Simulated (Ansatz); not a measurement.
Consider the formal exchange of groups at a C–C bond: `CC[CH2][SnH3]` + `O[SiH3]` → `O[SiH2][CH2][SnH3]` + `CC`.

Isolated molecules relaxed with PBE0-D4/def2-TZVP in Ansatz; ΔE leaves out vibrations. CBS: MP2 limit from def2 TZ/QZ plus the TZ coupled-cluster correction, frozen cores. This one scheme is used for every species. DFT in def2-TZVPP. B3LYP here is the variant with VWN-RPA as its local correlation; programs differ in this. def2 core potentials past Kr. For Sn outer-core shells are correlated without core-valence functions, which leaves a few kJ/mol of doubt a bond. One conformer a species, not always the lowest.

```
             species  B3LYP energy (Eh)
     `CC[CH2][SnH3]`         -334.74040
           `O[SiH3]`         -367.22653
`O[SiH2][CH2][SnH3]`         -622.12394
                `CC`          -79.86621
```

Work out ΔE.

ΔE = (-622.12394) + (-79.86621) − (-334.74040) − (-367.22653) = -0.02322 Eh = -14.6 kcal/mol. CCSD(T)/CBS gives -15.2 kcal/mol.

Largest T1 diagnostic among the species: 0.012.
